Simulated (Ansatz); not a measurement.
ZnMeI (CH₃IZn). The state is a triplet with charge 0. Geometry PBE0-D4/def2-TZVP, that of the neutral singlet; atoms count from 1.

Cartesian coordinates in Å:
```
Zn -0.097 1.030 -0.284
C 0.078 -0.828 0.229
H 0.374 -0.904 1.276
H 0.835 -1.318 -0.386
H -0.872 -1.347 0.095
I -0.319 3.367 -0.930
```

In the def2 sets I takes a core potential; there is no spin–orbit coupling. At PBE0-D4/def2-TZVP a singlet of charge 0 lies 5.40 eV below the triplet at the same geometry.

Estimate the Mulliken populations from the PBE0/def2-TZVP orbitals of Ansatz.


```
atom  charge (e)  spin (α − β)  d electrons
 Zn1       -0.19          0.91        10.03
  C2       -0.34          0.33            –
  H3        0.13          0.02            –
  H4        0.14          0.01            –
  H5        0.14          0.01            –
  I6        0.13          0.72            –
```
Mulliken values depend strongly on the basis.

Where does the spin sit?

Summed by element: Zn 0.91, C 0.33, H 0.05, I 0.72, of 2 unpaired in all. Largest on single atoms: Zn1 0.91, I6 0.72, C2 0.33.

And the Mayer bond orders between heavy atoms (over 0.3)?

Zn1–I6 0.65 (2.44 Å).
